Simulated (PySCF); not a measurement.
C5H3FN2O.
Atom-mapped SMILES: `[O:1]=[CH:2][c:3]1[cH:4][cH:5][n:6][n:7][c:8]1[F:9]`

Structure used (GFN2-xTB), in Å, numbered top down from 1:
```
atom  x, y, z in Å
O1    -2.2801   -1.5292   -0.4996
C2    -1.9353   -0.4287   -0.1680
C3    -0.5184   -0.0247   -0.0201
C4     0.5276   -0.9081   -0.2579
C5     1.8256   -0.4282   -0.0901
N6     2.0849    0.8110    0.2787
N7     1.1219    1.6491    0.5046
C8    -0.1252    1.2682    0.3674
F9    -1.0501    2.1907    0.6194
H10   -2.6584    0.3748    0.0551
H11    0.3178   -1.9231   -0.5604
H12    2.6910   -1.0525   -0.2552
```

Definitions: NICS(0) = −σiso at the ring centroid; NICS(1) = −σiso and NICS(1)zz = −σzz at ±1 Å along the ring normal z. Level: GIAO PBE0/pcSseg-1 (PySCF, non-relativistic, gas phase) on the GFN2-xTB geometry, one conformer.

Ring bond lengths (Å), with Mayer bond orders in brackets: C3–C4 1.390 (1.39), C4–C5 1.394 (1.34), C5–N6 1.319 (1.50), N6–N7 1.296 (1.30), N7–C8 1.311 (1.50), C8–C3 1.406 (1.25).

**Question.** What do the NICS probes read (ppm)?

**Answer.** 
| ring | type | NICS(0) | NICS(1), two faces | NICS(1)zz, two faces | rms pucker (Å) | centre to ring atoms, mean (Å) |
| --- | --- | --- | --- | --- | --- | --- |
| C3–C4–C5–N6–N7–C8 | 6-membered ring with 2 N; formal bonds all aromatic | -7.1 | -11.3 / -11.3 | -26.4 / -26.4 | 0.00 | 1.35 |

**Question.** What do they say, and how far can they be read as aromaticity?

**Answer.** 
- C3–C4–C5–N6–N7–C8: mean NICS(1)zz -26.4 ppm, shielded, aromatic by this magnetic criterion (flat ring, no four-coordinate atom).

**Question.** And the bond-length index? Use HOMA with the parameters of Krygowski (1993).

**Answer.** 
- C3–C4–C5–N6–N7–C8: HOMA 0.97; the largest term is that of C8–C3, α(R − Ropt)² = 0.08. The geometric and the magnetic index point the same way.

The run took 51 s of wall time (grids of density and orbitals included) on one thread, Intel Xeon at 2.70 GHz (x86_64), no GPU, shared host, and the process peaked at 0.79 GiB of memory. This is the whole shielding run at PBE0/pcSseg-1, SCF included.
